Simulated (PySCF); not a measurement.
Species: C6H9N3.
SMILES with atom numbers: `[CH2:1]=[CH:2][c:3]1[n:4][n:5]([CH3:6])[n:7][c:8]1[CH3:9]` (hydrogens: H10, H11 on C1; H12 on C2; H13, H14, H15 on C6; H16, H17, H18 on C9)

The same species was optimised twice, with GFN2-xTB and with PBE0-D3(BJ)/def2-SVP (PySCF), and the same property calculations (PySCF, gas phase) were run on both structures.

```
     coordinate  GFN2-xTB  PBE0-D3(BJ)/def2-SVP  change
      C2–C3 (Å)     1.443                 1.456  +0.013
      C1=C2 (Å)     1.327                 1.338  +0.011
      N5–C6 (Å)     1.430                 1.439  +0.009
      N7–C8 (Å)     1.327                 1.331  +0.004
      C8–C9 (Å)     1.483                 1.487  +0.004
      N4–N5 (Å)     1.308                 1.311  +0.003
      C3–C8 (Å)     1.416                 1.418  +0.002
      N5–N7 (Å)     1.315                 1.317  +0.002
      C3–N4 (Å)     1.336                 1.337  +0.001
   C1–C2–C3 (°)     123.8                 125.1    +1.3
   N4–N5–N7 (°)     115.0                 116.0    +1.0
   C3–N4–N5 (°)     105.1                 104.3    -0.8
   N5–N7–C8 (°)     105.1                 104.4    -0.7
   C6–N5–N7 (°)     122.5                 121.8    -0.7
   C2–C3–N4 (°)     124.6                 123.9    -0.7
   N7–C8–C9 (°)     123.0                 122.4    -0.6
   C3–C8–C9 (°)     129.3                 129.8    +0.5
C1–C2–C3–N4 (°)         2                     0      -2
```

Rotational constants: A = 2415, B = 1481, C = 928.6 MHz (GFN2-xTB) against A = 2393, B = 1466, C = 919.5 MHz (PBE0-D3(BJ)/def2-SVP).

On the GFN2-xTB structure: HOMO (eV) -6.52 [PBE0/pcSseg-1]; LUMO (eV) -0.73 [PBE0/pcSseg-1]; dipole (D) 0.46 [PBE0/pcSseg-1]; GIAO shielding of C1 (ppm) 64.9 [PBE0/pcSseg-1]; GIAO shielding of C2 (ppm) 55.8 [PBE0/pcSseg-1]; GIAO shielding of C3 (ppm) 38.8 [PBE0/pcSseg-1]; GIAO shielding of N4 (ppm) -92.5 [PBE0/pcSseg-1]; GIAO shielding of N5 (ppm) 4.8 [PBE0/pcSseg-1]; GIAO shielding of C6 (ppm) 145.4 [PBE0/pcSseg-1]; GIAO shielding of N7 (ppm) -93.7 [PBE0/pcSseg-1]; GIAO shielding of C8 (ppm) 39.1 [PBE0/pcSseg-1].

Question: What do these properties become on the PBE0-D3(BJ)/def2-SVP structure?

Answer: 
```csv
property,level,on GFN2-xTB,on PBE0-D3(BJ)/def2-SVP,change
HOMO (eV),PBE0/pcSseg-1,-6.52,-6.53,-0.01
LUMO (eV),PBE0/pcSseg-1,-0.73,-0.76,-0.03
dipole (D),PBE0/pcSseg-1,0.46,0.48,+0.02
"energy, GFN2-xTB geometry as zero (kcal/mol)",PBE0/pcSseg-1,0.0,-0.6,-0.6
GIAO shielding of C1 (ppm),PBE0/pcSseg-1,64.9,62.1,-2.8
GIAO shielding of C2 (ppm),PBE0/pcSseg-1,55.8,52.9,-2.9
GIAO shielding of C3 (ppm),PBE0/pcSseg-1,38.8,38.3,-0.5
GIAO shielding of N4 (ppm),PBE0/pcSseg-1,-92.5,-92.8,-0.3
GIAO shielding of N5 (ppm),PBE0/pcSseg-1,4.8,2.3,-2.5
GIAO shielding of C6 (ppm),PBE0/pcSseg-1,145.4,143.2,-2.2
GIAO shielding of N7 (ppm),PBE0/pcSseg-1,-93.7,-94.7,-1.0
GIAO shielding of C8 (ppm),PBE0/pcSseg-1,39.1,38.3,-0.8
```

The heavy atoms differ by 0.018 Å rms after alignment. Among bonds between heavy atoms C2–C3 changes most (+0.013 Å). Changes are differences of the printed values. Neither structure is proved a minimum here.

The values belong to the conformer `[CH2:1]=[CH:2][c:3]1[n:4][n:5]([CH3:6])[n:7][c:8]1[CH3:9]`: C1–C2–C3–N4 0°.
